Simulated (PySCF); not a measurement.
**Ionisation energy of Sb⁺ by level of theory**

Sb⁺ [Kr] 4d10 5s2 5p2 (3P) → Sb²⁺ [Kr] 4d10 5s2 5p1 (2P), as a difference of total energies. Computed with PySCF 2.14 in ANO-RCC-VTZP, with the spin-free X2C one-electron Hamiltonian (Gaussian nucleus). Correlated levels: valence: [Kr] 4d10 frozen; valence and next inner shell: [Ar] 3d10 frozen. The calculations carry no spin-orbit coupling.

Question: Order these methods by the ionisation energy they give, lowest first.
A. MP2 (valence)
B. B2PLYP
C. PBE0
D. wB97X

Answer: A (16.350 eV), D (16.375 eV), B (16.421 eV), C (16.575 eV).

A first-order spin-orbit estimate (lowest level to lowest level, LS coupling) adds -0.073 eV.

Errors of the correlated levels include the incompleteness of this basis and the frozen core.

For comparison: 16.626 ± 0.025 eV (measured; NIST Atomic Spectra Database, ionization energies).
